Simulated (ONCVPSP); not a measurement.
## Varying the ONCV potential for erbium

Base potential:

erbium (Er), optimised norm-conserving Vanderbilt (ONCV), made with ONCVPSP 4.0.1 (LDA (Perdew-Zunger), scalar-relativistic). Core [Kr] 4d10, reference 4f12 5s2 5p6 6s2. Waves: 5s+6s: rc 2.40 bohr, ncon 4, nbas 8, qcut 5.1 1/bohr, 3 projectors, debl 0.6 Ha; 5p: rc 1.70 bohr, ncon 4, nbas 8, qcut 5.4 1/bohr, 1 projector; d scattering state at 0.1 Ha: rc 2.60 bohr, ncon 4, nbas 7, qcut 4 1/bohr, 2 projectors, debl 3.3 Ha; 4f: rc 0.90 bohr, ncon 5, nbas 9, qcut 20.3 1/bohr, 2 projectors, debl 3.9 Ha. Local part: polynomial inside 0.85 bohr (lpopt 2, dvloc0 1 Ha). Core correction: none.

In the d channel the program set the typed energies aside and used 0.050, 3.350 Ha.

Cutoffs, loose and tight: the cutoffs (Ha) at which the residual kinetic energy of the hardest occupied pseudo-wave falls to 1 and 0.1 mHa per electron. They do not see the model core or the augmentation charge, which bear on the density cutoff. Test errors are all-electron minus pseudo excitation energies from the reference, over the configurations 4f12 5s2 5p6 6s1; 4f12 5s2 5p6 6s0; 4f11 5s2 5p6 6s0; 4f12 5s2 5p6 6s0 6p1. A dash means not determined; rows that change the core or the reference have their own tests.

A true bound ghost makes a file unfit for plane-wave use even where its test errors are small: the radial tests pick states by their node count and pass the ghost by.

```csv
change,outcome,"cutoff, loose","cutoff, tight",bound ghosts,GHOST(+) flags above zero,largest test error (meV)
base,"generated, projector energies reset by the program",177 Ha,222 Ha,none,"s, d",tests left out (the all-electron energies of this program are off by 10 to 40 meV for near-neutral 4f atoms)
s: qcut 3.5; p: qcut 3.7; d: qcut 2.7; f: qcut 13.9,"generated, projector energies reset by the program",409 Ha,478 Ha,none,"s, d",tests left out (the all-electron energies of this program are off by 10 to 40 meV for near-neutral 4f atoms)
s: rc 1.78,"generated, projector energies reset by the program",177 Ha,222 Ha,s,"s, d",tests left out (the all-electron energies of this program are off by 10 to 40 meV for near-neutral 4f atoms)
"local potential polynomial inside 0.60 bohr (lpopt 3, dvloc0 0 Ha)","generated, projector energies reset by the program",177 Ha,222 Ha,"s, p, d",none,tests left out (the all-electron energies of this program are off by 10 to 40 meV for near-neutral 4f atoms)
d: rc 2.9,"generated, projector energies reset by the program",177 Ha,222 Ha,none,"s, d",tests left out (the all-electron energies of this program are off by 10 to 40 meV for near-neutral 4f atoms)
"reference 4f11 5s2 5p6 5d1 6s2; wave d scattering state at 0.1 Ha: rc 2.60 bohr, ncon 4, nbas 7, qcut 4 1/bohr, 2 projectors, debl 3.3 Ha becomes 5d: rc 2.60 bohr, ncon 4, nbas 7, qcut 4 1/bohr, 2 projectors, debl 3.3 Ha",generated,176 Ha,192 Ha,none,"s, d",3 of 4 tests not solved or not reliable
s: nproj 2,"generated, projector energies reset by the program",177 Ha,222 Ha,none,"s, d",tests left out (the all-electron energies of this program are off by 10 to 40 meV for near-neutral 4f atoms)
"core correction Teter function, fcfact 2.75, rcfact 1.15","generated, projector energies reset by the program",177 Ha,222 Ha,none,"s, d",tests left out (the all-electron energies of this program are off by 10 to 40 meV for near-neutral 4f atoms)
```

(1) What comes out with this change to the base: all radii scaled by about 1.30 (s 3.12, p 2.22, d 3.38, f 1.18 bohr); local potential polynomial inside 1.10 bohr (lpopt 2, dvloc0 1 Ha)?

(2) What comes out with this change to the base: f: ncon 4, nbas 8?

(3) What comes out with this change to the base: functional PBEsol?

Results:

(1) outcome: generated, projector energies reset by the program; cutoff, loose: 163 Ha; cutoff, tight: 186 Ha; bound ghosts: none; GHOST(+) flags above zero: s; largest test error (meV): tests left out (the all-electron energies of this program are off by 10 to 40 meV for near-neutral 4f atoms).

(2) outcome: generated, projector energies reset by the program; cutoff, loose: 168 Ha; cutoff, tight: 190 Ha; bound ghosts: none; GHOST(+) flags above zero: s, d; largest test error (meV): tests left out (the all-electron energies of this program are off by 10 to 40 meV for near-neutral 4f atoms).

(3) outcome: generated, projector energies reset by the program; cutoff, loose: 177 Ha; cutoff, tight: 256 Ha; bound ghosts: none; GHOST(+) flags above zero: s, d; largest test error (meV): tests left out (the all-electron energies of this program are off by 10 to 40 meV for near-neutral 4f atoms).
